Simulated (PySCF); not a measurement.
**Stationary points of [WH7]-**

Level of theory: PySCF, PBE0, basis W def2-TZVPD with ECP60, H def2-TZVPD (scalar-relativistic core potentials, no spin–orbit coupling, density fitting).

Relaxations began from a few typed shapes. The search is not exhaustive: other isomers or separated fragments can lie lower, and high-lying points may rest on an excited occupation.

Question: Order these stationary points by electronic energy, lowest first, in kJ/mol from the lowest minimum.
A. singlet C3v: W–H 1.703 Å (×3), W–H 1.719 Å (×3), W–H 1.863 Å; H–W–H 63.7° (×3), H–W–H 68.1° (×6), H–W–H 95.1° (×3), H–W–H 119.2° (×3), H–W–H 122.5° (×3)
B. singlet D5h: W–H 1.766 Å (×5), W–H 1.832 Å (×2); H–W–H 72.0° (×5), H–W–H 90.0° (×10), H–W–H 144.0° (×5), H–W–H 180.0°

Answer: A (0.0), B (203.8).

Question: Which of them are minima?

Answer: By energy in kJ/mol, 0.0: minimum; 203.8: saddle point, 5 imaginary modes.

For the lowest minimum: stability towards spin polarisation was not tested. The lowest empty level of this anion is unbound, so it and the gap depend on the basis. Spin–orbit coupling, left out here, can matter for elements this heavy.
